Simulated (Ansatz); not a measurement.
Steps of a relaxation of `[CH3][Ga]1[NH][Al]1[Cl]` with RKS PBE0-D4/def2-TZVP.

```sh
$ ansatz run in.yaml --threads 2 --pin off --events-out ev --progress --plain --max-ram 22528MiB --backend cuda --devices 0, --max-vram 18GiB
```

```yaml
crystal:
  periodic: [false, false, false]
  atoms:
    - {symbol: C, position_ang: [-1.142600, -1.689520, -0.604950]}
    - {symbol: Ga, position_ang: [-0.207820, 0.193320, -0.440600]}
    - {symbol: N, position_ang: [1.049250, 0.782120, 1.113530]}
    - {symbol: Al, position_ang: [1.084130, 2.243540, 0.132860]}
    - {symbol: Cl, position_ang: [1.678640, 4.135240, -0.311430]}
    - {symbol: H, position_ang: [-0.583890, -2.349220, -1.275880]}
    - {symbol: H, position_ang: [-1.176240, -2.161530, 0.382350]}
    - {symbol: H, position_ang: [-2.165790, -1.613940, -0.983560]}
    - {symbol: H, position_ang: [1.464310, 0.459980, 1.987670]}
basis:
  gaussian: {orbitals: def2-TZVP}
hamiltonian: {xc: pbe0, dispersion: d4}
relax: {f_tol: 0.005, max_steps: 150}
```

Positions (Å) and forces (eV/Å) along the path, 10 of 10 steps:

```xyz
9
step=1 energy=-74076.6204 eV
C    -1.143   -1.690   -0.605    0.482    0.823    0.283
Ga   -0.208    0.193   -0.441    0.358   -0.295    0.726
N     1.049    0.782    1.114   -0.237    0.184   -0.495
Al    1.084    2.244    0.133   -1.106   -2.067   -0.265
Cl    1.679    4.135   -0.311    0.450    1.008   -0.016
H    -0.584   -2.349   -1.276    0.084    0.179    0.010
H    -1.176   -2.162    0.382    0.053    0.107   -0.035
H    -2.166   -1.614   -0.984    0.109    0.208    0.001
H     1.464    0.460    1.988   -0.194   -0.145   -0.208
9
step=2 energy=-74076.9518 eV
C    -1.088   -1.630   -0.552    0.106    0.485   -0.078
Ga   -0.222    0.164   -0.442    0.326   -0.334    0.758
N     0.990    0.712    1.070   -0.110    0.321   -0.439
Al    0.981    2.136    0.044   -0.205   -0.142   -0.225
Cl    1.670    4.089   -0.287    0.070   -0.053    0.153
H    -0.506   -2.251   -1.239   -0.089   -0.017    0.040
H    -1.140   -2.112    0.427    0.032    0.083   -0.078
H    -2.095   -1.495   -0.958    0.072   -0.152    0.024
H     1.411    0.387    1.937   -0.201   -0.192   -0.155
9
step=3 energy=-74077.0442 eV
C    -1.072   -1.606   -0.540   -0.146   -0.068   -0.099
Ga   -0.213    0.135   -0.410    0.063   -0.005    0.093
N     0.960    0.712    1.004    0.166    0.179    0.199
Al    0.938    2.127   -0.029    0.035    0.484   -0.316
Cl    1.721    4.083   -0.200   -0.043   -0.252    0.119
H    -0.497   -2.239   -1.221   -0.024   -0.042    0.028
H    -1.096   -2.068    0.449   -0.026   -0.067   -0.007
H    -2.088   -1.515   -0.931    0.071   -0.050    0.046
H     1.346    0.371    1.876   -0.096   -0.179   -0.064
9
step=4 energy=-74077.0695 eV
C    -1.076   -1.621   -0.531   -0.068   -0.076   -0.061
Ga   -0.218    0.130   -0.405   -0.002   -0.050    0.069
N     0.946    0.755    0.977    0.167    0.027    0.112
Al    0.912    2.154   -0.084    0.080    0.398   -0.114
Cl    1.774    4.082   -0.108   -0.079   -0.200    0.009
H    -0.495   -2.264   -1.196    0.005   -0.007    0.002
H    -1.117   -2.084    0.456   -0.002   -0.005    0.012
H    -2.086   -1.542   -0.935    0.013    0.001    0.011
H     1.359    0.391    1.828   -0.114   -0.088   -0.041
9
step=5 energy=-74077.0749 eV
C    -1.078   -1.631   -0.530   -0.004   -0.018    0.000
Ga   -0.208    0.121   -0.397    0.010   -0.025   -0.005
N     0.972    0.766    0.952    0.016    0.023    0.206
Al    0.907    2.175   -0.104    0.047    0.084   -0.062
Cl    1.790    4.084   -0.079   -0.047   -0.060   -0.012
H    -0.507   -2.276   -1.203    0.003    0.018    0.001
H    -1.116   -2.104    0.454    0.003    0.012   -0.001
H    -2.091   -1.542   -0.924   -0.007    0.009   -0.007
H     1.332    0.408    1.831   -0.021   -0.042   -0.120
9
step=6 energy=-74077.0751 eV
C    -1.081   -1.626   -0.530   -0.009   -0.003    0.017
Ga   -0.199    0.118   -0.385    0.050   -0.023   -0.025
N     0.979    0.765    0.969   -0.026    0.068   -0.074
Al    0.952    2.151   -0.125   -0.058    0.026    0.055
Cl    1.744    4.095   -0.089    0.024   -0.025   -0.019
H    -0.510   -2.267   -1.207    0.003    0.005    0.001
H    -1.121   -2.103    0.451   -0.007   -0.007   -0.003
H    -2.092   -1.528   -0.925    0.000    0.006    0.000
H     1.329    0.395    1.842    0.023   -0.047    0.049
9
step=7 energy=-74077.0778 eV
C    -1.080   -1.629   -0.529    0.014   -0.006    0.001
Ga   -0.202    0.117   -0.384   -0.016    0.017   -0.009
N     0.969    0.771    0.969    0.054    0.011    0.041
Al    0.912    2.173   -0.104   -0.014   -0.019    0.009
Cl    1.770    4.090   -0.094   -0.006   -0.018   -0.006
H    -0.499   -2.273   -1.194   -0.006    0.000    0.005
H    -1.136   -2.101    0.454   -0.001    0.003   -0.009
H    -2.086   -1.533   -0.941    0.004    0.006    0.000
H     1.351    0.385    1.824   -0.029    0.007   -0.032
9
step=8 energy=-74077.0781 eV
C    -1.079   -1.626   -0.528   -0.004    0.007   -0.005
Ga   -0.208    0.124   -0.385    0.008   -0.007    0.018
N     0.974    0.768    0.969   -0.012    0.005   -0.021
Al    0.907    2.173   -0.098    0.011   -0.004    0.020
Cl    1.766    4.088   -0.100   -0.004   -0.005   -0.003
H    -0.492   -2.272   -1.185    0.001   -0.001   -0.001
H    -1.141   -2.093    0.457    0.000   -0.001    0.002
H    -2.081   -1.533   -0.948    0.001   -0.002   -0.001
H     1.353    0.372    1.819    0.000    0.009   -0.008
9
step=9 energy=-74077.0778 eV rejected
C    -1.079   -1.625   -0.529    0.004    0.004    0.008
Ga   -0.205    0.123   -0.378   -0.052   -0.042   -0.049
N     0.976    0.769    0.969    0.024   -0.052    0.072
Al    0.907    2.171   -0.095   -0.004    0.071   -0.054
Cl    1.762    4.086   -0.104    0.009    0.016    0.002
H    -0.491   -2.272   -1.184    0.002    0.003    0.001
H    -1.147   -2.095    0.455    0.000    0.000   -0.003
H    -2.080   -1.531   -0.952    0.003    0.004    0.000
H     1.357    0.373    1.817    0.013   -0.004    0.022
9
step=10 energy=-74077.0782 eV
C    -1.079   -1.626   -0.529    0.000    0.001    0.000
Ga   -0.207    0.122   -0.381   -0.002   -0.001    0.001
N     0.975    0.768    0.969    0.000   -0.005    0.003
Al    0.907    2.173   -0.097    0.001    0.004   -0.002
Cl    1.765    4.088   -0.102   -0.001   -0.001    0.000
H    -0.492   -2.272   -1.185    0.001    0.000    0.000
H    -1.144   -2.094    0.456   -0.001   -0.001   -0.001
H    -2.081   -1.532   -0.950    0.001    0.000    0.000
H     1.356    0.373    1.819    0.001    0.002   -0.001
```

Hardware: 2 threads of an AMD EPYC 7R13 on a shared host and a share of an NVIDIA H100 80 GB. Wall time 23 s, peak host memory 0.92 GiB.
